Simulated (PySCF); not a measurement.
How methods differ on the ionisation energy of Al+

Al+ [Ne] 3s2 (1S) → Al(2+) [Ne] 3s1 (2S), as a difference of total energies. Calculation: PySCF 2.14, in aug-cc-pwCVTZ; no relativity, point nucleus. Correlated levels: valence and next inner shell: 1s2 frozen. The calculations carry no spin-orbit coupling.

```json
{"method": "UHF", "ionisation energy (eV)": "17.520", "error (eV)": "-1.309"}
{"method": "MP2 (valence and next inner shell)", "ionisation energy (eV)": "18.507", "error (eV)": "-0.322"}
{"method": "SCS-MP2 (valence and next inner shell)", "ionisation energy (eV)": "18.613", "error (eV)": "-0.216"}
{"method": "CCSD (valence and next inner shell)", "ionisation energy (eV)": "18.711", "error (eV)": "-0.118"}
{"method": "CCSD(T) (valence and next inner shell)", "ionisation energy (eV)": "18.753", "error (eV)": "-0.076"}
```

Reference: 18.829 eV (measured; NIST Atomic Spectra Database, ionization energies).

Errors of the correlated levels include the incompleteness of this basis and the frozen core.
